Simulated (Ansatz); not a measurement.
Job for Ansatz (a program for electronic structure): R-CCSD(T)/cc-pVQZ on BrGeH2N (SMILES [NH2][Ge][Br]), a point of a torsion scan. The run froze 29 orbitals, filled d shells among them.

Ansatz 0.2 input:
```yaml
crystal:
  periodic: [false, false, false]
  atoms:
    - {symbol: N, position_ang: [-0.69414155, 0.02611536, 0.14869497]}
    - {symbol: Ge, position_ang: [0.68317640, -1.06937859, -0.38624028]}
    - {symbol: Br, position_ang: [2.41165019, 0.26190061, 0.51539244]}
    - {symbol: H, position_ang: [-0.80964306, 0.99399547, -0.12011405]}
    - {symbol: H, position_ang: [-1.61758183, -0.38966480, 0.12800912]}
basis:
  gaussian:
    orbitals: cc-pVQZ
magnetization: {spin_polarized: false}
correlation: {method: ccsd_t, electrons: outside_noble_gas}
scf: {lower_state_search: off}
```

Output:

```
WARN ansatz: RAYON_NUM_THREADS=1 ignored (pool sized by the plan → 1); use --threads N
Functional definition: HF
these checks for a lower state are left out or cut short: stability, starts, cluster_reference, orbital_swaps, neighbouring_geometries, increment
integrals: 1.61 GiB planned
1563 factors; integrals over basis functions are off by at most 8.2e-4 eV
mean field: 1.06 GiB planned
mean field evaluation 1: about -127987.5892 eV, gradient 3.7e1 eV
mean field evaluation 2: about -127987.6514 eV, gradient 3.7e1 eV
mean field evaluation 4: about -127990.7030 eV, gradient 2.8e0 eV
mean field evaluation 8: about -127990.7492 eV, gradient 3.4e-1 eV
mean field evaluation 16: about -127990.7500 eV, gradient 1.2e-6 eV
mean field -127990.75004875 eV, -4703.5733090453 hartree, gradient 1.2e-6 eV, S^2 0.000000; 0 other end points of the search recorded, 0 dependent functions left out
29 core orbitals not correlated
reference -127990.75004875 eV, -4703.5733090453 hartree; 9, 9 occupied and 213, 213 virtual orbitals, 1563 factors
too little memory for Intel AMX tiles; the run may be slower
second order -13.88791423 eV of doubles, -0.00000000 eV of singles
coupled cluster: 1.78 GiB planned
cycle   1  -14.13728962 eV  change   -2.5e-1 eV  update   8.7e-2
cycle   2  -14.46584618 eV  change   -3.3e-1 eV  update   2.8e-2
cycle   3  -14.54811654 eV  change   -8.2e-2 eV  update   1.7e-2
cycle   4  -14.53514137 eV  change    1.3e-2 eV  update   5.1e-3
cycle   5  -14.53370676 eV  change    1.4e-3 eV  update   3.0e-3
cycle   6  -14.53451159 eV  change   -8.0e-4 eV  update   1.1e-3
cycle   7  -14.53421334 eV  change    3.0e-4 eV  update   5.2e-4
cycle   8  -14.53432758 eV  change   -1.1e-4 eV  update   1.9e-4
cycle   9  -14.53438160 eV  change   -5.4e-5 eV  update   8.5e-5
cycle  10  -14.53433747 eV  change    4.4e-5 eV  update   3.2e-5
cycle  11  -14.53436284 eV  change   -2.5e-5 eV  update   1.4e-5
cycle  12  -14.53436631 eV  change   -3.5e-6 eV  update   4.5e-6
perturbative correction -0.67595323 eV, -0.0248408229 hartree
Total energy: -128005.96036829 eV, -4704.1322779785 hartree
Checks for a lower state left out: stability, starts, cluster_reference, orbital_swaps, neighbouring_geometries, increment
```

The run converged.

Cost: roughly 8 core-minutes.
